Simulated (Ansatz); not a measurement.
`O[AsH2]` + CH₃OH → `CO[AsH2]` + H₂O at 298.15 K and 1 bar (ligand exchange at the As–O bond).

Calculated with Ansatz (gas phase, PBE0-D4/def2-TZVP geometries, no zero-point term in ΔE). CCSD(T)/CBS is the MP2 limit (def2-TZVPP, def2-QZVPP) plus CCSD(T) − MP2 in def2-TZVPP, frozen cores. This one scheme is used for every species. For As outer-core shells are correlated without core-valence functions, which leaves a few kJ/mol of doubt a bond. Scalar relativity is left out up to krypton.

```csv
species,CCSD(T)/CBS energy (Eh),H − E (kJ/mol),S (J/(mol·K))
`O[AsH2]`,-2311.97217,89.1,265.7
CH₃OH,-115.61712,146.3,238.2
`CO[AsH2]`,-2351.21577,166.5,295.9
H₂O,-76.37941,66.4,188.7
```

H − E and S are ideal-gas, rigid-rotor, harmonic terms from PBE0-D4/def2-TZVP. 1 Eh = 2625.50 kJ/mol, R = 8.31446 J/(mol·K).

**Question.** By hand: ΔE, ΔH, ΔS and ΔG.

**Answer.** ΔE = (-2351.21577) + (-76.37941) − (-2311.97217) − (-115.61712) = -0.00589 Eh = -15.5 kJ/mol. Δ(H − E) = 166.5 + 66.4 − 89.1 − 146.3 = -2.5, so ΔH = -18.0 kJ/mol. ΔS = 295.9 + 188.7 − 265.7 − 238.2 = -19.3 J/(mol·K). ΔG = -18.0 − 298.15 × (-19.3)/1000 = -12.2 kJ/mol.

**Question.** By hand: the equilibrium constant, and the temperature at which ΔG would vanish if ΔH and ΔS stayed fixed.

**Answer.** log₁₀ K = −ΔG/(RT ln 10) = 2.1. ΔG = 0 at ΔH/ΔS = 933 K, though so small a ΔS makes that figure unsure.

ΔH outweighs TΔS. A doubt of 5 kJ/mol in ΔE shifts log₁₀ K by 0.9 here. These are equilibria of isolated gas molecules and say nothing of rates. Largest T1 diagnostic: 0.012 (customary marks: 0.02 for closed shells, 0.045 for open ones).
